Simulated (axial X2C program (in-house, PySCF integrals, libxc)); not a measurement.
Excited states of TiN⁺ by EOM-EE-CCSD

Computed with an in-house all-electron X2C program for linear molecules (integrals from PySCF): two-component X2C with atomic mean-field Coulomb and Gaunt terms, Gaussian nuclei, basis Ti dyall-acv3z, N dyall-av3z with contracted cores.

R = 1.505 Å (near the PBE0 minimum at charge 1 of the determinant lowest at the starting distance; the state shown can have its own minimum elsewhere).

Hartree–Fock spinors of TiN⁺ (one of each Kramers pair; a window near the gap, which can cut inner shells):

```tsv
ω	occupied	ε (eV)	character
1/2	yes	-30.77	57% N s, 21% Ti d, 11% Ti p
1/2	yes	-17.40	55% N p, 36% Ti d, 3% Ti p
3/2	yes	-17.38	55% N p, 36% Ti d, 3% Ti p
1/2	yes	-17.14	44% Ti d, 40% N p, 7% N s
1/2	no	-6.08	58% Ti s, 17% Ti p, 14% N p
1/2	no	-4.03	62% Ti p, 23% Ti d, 14% N p
3/2	no	-4.02	62% Ti p, 23% Ti d, 14% N p
3/2	no	-3.48	94% Ti d, 4% N d
5/2	no	-3.47	94% Ti d, 4% N d
1/2	no	-3.06	39% Ti d, 37% Ti p, 13% N p
```

Vertical excitation energies from the closed-shell determinant state of TiN⁺:

```
Ω  excitation (eV)   cm⁻¹  hole of the leading pair  particle of the leading pair  weight of the pair (for Ω = 0 its time-reversed partner can hold as much again)  singles weight
1            2.144  17294       48% Ti dσ, 40% N pσ                     96% Ti dδ                                                                             0.93            0.93
2            2.146  17312       48% Ti dσ, 40% N pσ                     96% Ti dδ                                                                             0.47            0.93
3            2.149  17330       48% Ti dσ, 40% N pσ                     97% Ti dδ                                                                             0.93            0.93
```

This point took 98 s on 1 thread of Intel(R) Xeon(R) Processor @ 2.30GHz (shared host).

Reference electrons by ω block (each with its −ω partner): 1/2: 11, 3/2: 3. 16 electrons of TiN⁺ correlated (inner shells frozen), 88 natural virtual spinors (a truncated set); levels can be off by some tenths of an eV. Roots sought by Ω: (0: 5, 1: 4, 2: 3, 3: 1); the list ends where they run out and leaves out roots under 60 % singles weight. The solver can skip a root, and states that need a further excitation, which the method places far too high, are missing though they may lie low or lowest. T1 of the reference 0.034 (Lee–Taylor). Number of frozen shells: Ti 2 s, 1 p; N 1 s. Large amplitudes in the reference (orbital relaxation or multireference character) lower the reliability.
